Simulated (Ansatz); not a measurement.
## Relative stability

The two ends of one reaction step of SiNH7ClF, singlet (PBE0-D4/def2-TZVP).

A:

```
atom    x (Å)    y (Å)    z (Å)
 Si1   0.2304   1.6968  -0.1563
  H2  -0.7694  -1.8267  -2.2845
  H3   0.9063   0.7423  -1.0465
  H4   0.3704   3.0875  -0.6417
 Cl5  -1.7797   1.3399  -0.0619
  H6   0.4606  -0.8212   1.8959
  F7   0.8632   1.6944   1.3065
  H8  -0.5937  -1.3863  -1.7069
  N9   0.2042  -1.1282   0.9654
 H10  -0.7273  -1.5212   1.0219
 H11   0.8351  -1.8773   0.7081
```

B:

Si1  (-0.371, 1.654, -1.026)
H2  (-1.102, 0.412, -0.687)
H3  (0.913, 1.395, -1.706)
H4  (-0.284, 2.602, 0.100)
Cl5  (-1.573, 2.584, -2.450)
H6  (0.788, -0.457, 0.879)
F7  (1.103, 0.466, 0.764)
H8  (-0.599, -2.004, 0.446)
N9  (0.235, -1.911, 1.014)
H10  (-0.014, -2.136, 1.969)
H11  (0.904, -2.604, 0.696)
(Å)

Computed with Ansatz 0.2.0 (basis: def2-TZVPP); correlated methods freeze the cores. B3LYP uses VWN-RPA correlation.

Task: Which structure is lower at CCSD(T), and by how much? (To be estimated.)

Result: By the calculation: A, by 15.44 kcal/mol (electronic energy, against the other). By their contacts, A is a complex of SiH₂ClF ([F][SiH2][Cl]) + NH₃ + H₂ and B is a complex of SiH₃Cl ([SiH3][Cl]) + NH₃ + HF.

All methods give the same order:

| method | E(B) − E(A) (kcal/mol) |
| --- | --- |
| SPW92 | 6.70 |
| PBE-D4 | 11.70 |
| BLYP-D4 | 15.22 |
| r2SCAN-D4 | 15.00 |
| B97M-V | 17.03 |
| PBE0-D4 | 12.28 |
| B3LYP-D4 | 15.12 |
| r2SCAN0-D4 | 14.68 |
| BHLYP-D4 | 16.04 |
| CAM-B3LYP-D4 | 14.47 |
| wB97X-V | 14.85 |
| wB97M-V | 15.57 |
| B2PLYP | 14.92 |
| PBE-QIDH | 13.65 |
| RPA on PBE | 15.75 |
| HF | 18.47 |
| MP2 | 16.19 |
| CCSD | 15.65 |
| CCSD(T) | 15.44 |

The T1 diagnostic stays at or below 0.010.

Labels in which every atom is bracketed show which atoms are joined, not bond orders.

For scale, one of the runs: CCSD(T)/def2-TZVPP, 244 basis functions, launched by `ansatz run in.yaml --threads 4 --pin off --events-out ev --progress --plain --max-ram 9574MiB`. The run took 2.2 min on 4 CPU threads of an Arm Neoverse V2 (shared host), with 4.8 GiB of host memory at its peak.
